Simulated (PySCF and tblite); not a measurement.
Values are calculated unless marked as measured or tabulated.
C₄H₆BrFO, numbered as in [F:1][C@H:2]1[CH2:3][C@H:4]([Br:5])[CH2:6][O:7]1.

Conformers came from 60 starts (ETKDG and KDG, MMFF94s, GFN2-xTB); geometries are GFN2-xTB. Weights use PBE0-D3(BJ)/def2-SVP (IEF-PCM, water) energies plus GFN2-xTB zero-point and thermal terms (modes under about 100 cm⁻¹ blended into free rotors). Symmetry numbers and mirror images are counted. Conformers within 2.5 kcal/mol (GFN2-xTB free energy) were kept, 6 at most. Of two unlike H on one atom, a is the less shielded (KT3/pcSseg-1 (IEF-PCM, water)). (PySCF 2.14, tblite 0.8.)

An NOE distance is ⟨r⁻⁶⟩^(−1/6) over all pairs of like atoms and, for the average, over conformers.

The 5-ring runs over atoms 2–3–4–6–7.

```csv
conformer,shape,weight %
1,"5-ring envelope (ring torsions 32, -19, -5, 27, -37°)",58.1
2,"5-ring twist (ring torsions -12, 30, -38, 30, -10°)",41.9
```

Question: Which H–H contacts under 3.5 Å would NOEs report (pairs on one atom left out) at 298.15 K?

Answer: 
| pair | in 1 (Å) | in 2 (Å) | average (Å) |
| --- | --- | --- | --- |
| H4 ··· H6a | 2.37 | 2.40 | 2.38 |
| H3a ··· H4 | 2.41 | 2.38 | 2.40 |
| H2 ··· H3b | 2.48 | 2.42 | 2.45 |
| H2 ··· H3a | 2.73 | 2.88 | 2.79 |
| H4 ··· H6b | 3.03 | 2.78 | 2.91 |
| H3b ··· H4 | 3.05 | 2.87 | 2.96 |
| H3b ··· H6b | 3.07 | 4.03 | 3.28 |
| H3a ··· H6a | 4.08 | 3.14 | 3.48 |

Longer pairs under the limit may be missing.

Question: In a model where alignment follows shape alone (order matrix 0.0005 × (3G/tr G − 1)/2, G the second moments of the atom positions; splitting J + 2D), what are the one-bond C–H dipolar couplings D?

Answer: H2 -0.4 Hz (-0.9 in conformer 1), H3b 1.8 Hz (2.6 in conformer 1), H3a 1.0 Hz (0.4 in conformer 1), H4 2.3 Hz (2.9 in conformer 1), H6a 1.4 Hz (1.0 in conformer 1), H6b 0.3 Hz (1.2 in conformer 1).


Conformer gaps in def2-SVP on xTB geometries can be 2 kcal/mol too large for S=O, P=O and other polar bonds.